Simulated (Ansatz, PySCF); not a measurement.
Gas-phase reaction (SMILES): CC[SiH3] [ethylsilane] -> CC[SiH2] + H atom; the H-Si bond at the site shown breaks (other sites are not compared here).

Structures are relaxed separately at B3LYP-D3(BJ)/def2-TZVP in Ansatz (a program for electronic structure), one conformer each, not searched for the lowest. Correlated levels leave the core frozen unless marked. UHF or UKS for open shells. Spin-orbit coupling is left out. No relativistic terms. CBS marks a two-point X^-3 extrapolation of the correlation energy; Hartree-Fock from the larger set. Thermal terms are rigid-rotor harmonic-oscillator values from B3LYP-D3(BJ) frequencies (PySCF) at 298.15 K and 1 atm. 1 Eh = 627.5095 kcal/mol. Atoms have translation alone. Electronic entropy comes from spin alone.

| species | E, CCSD(T)/CBS(aug-cc-pV(T+d)Z,aug-cc-pV(Q+d)Z) (Ansatz) (Eh) | E, PBE0-D4/def2-TZVPD (Ansatz + dftd4) (Eh) | H - E (Eh) | G - E (Eh) |
|---|---|---|---|---|
| CC[SiH3] | -369.98391 | -370.32990 | 0.09612 | 0.06233 |
| CC[SiH2] | -369.32895 | -369.68198 | 0.08638 | 0.05218 |
| H atom | -0.49995 | -0.50104 | 0.00236 | -0.01065 |

### Question
Work out ΔE and ΔH, ΔG, ΔS and the equilibrium constant at 298.15 K at the first level, then ΔH at the second.

### Answer

1. ΔE = [(-369.32895) + (-0.49995)] - [(-369.98391)] = 0.15501 Eh = 97.3 kcal/mol at CCSD(T)/CBS(aug-cc-pV(T+d)Z,aug-cc-pV(Q+d)Z).
2. The terms H - E add up to -0.00738 Eh, so ΔH = (0.15501 + (-0.00738))×627.5095 = 92.6 kcal/mol.
3. The terms G - E add up to -0.02080 Eh, so ΔG = 84.2 kcal/mol, and ΔS = (-0.00738 - (-0.02080))×627509.5/298.15 = 28.2 cal/(mol K).
4. log10 K = -ΔG/(RT ln 10) = -61.7, with RT ln 10 = 1.3642 kcal/mol.
5. With ΔH and ΔS taken as constant, ΔG changes sign near ΔH/ΔS = 3280 K, a rough figure that leaves out heat capacities.
6. At PBE0-D4/def2-TZVPD the same steps give ΔE = 92.2 and ΔH = 87.5 kcal/mol, a shift of -5.1 from the first level.
7. These values are not checked against measurement here, since the tables used lack a sound gas-phase enthalpy of formation for at least one species.
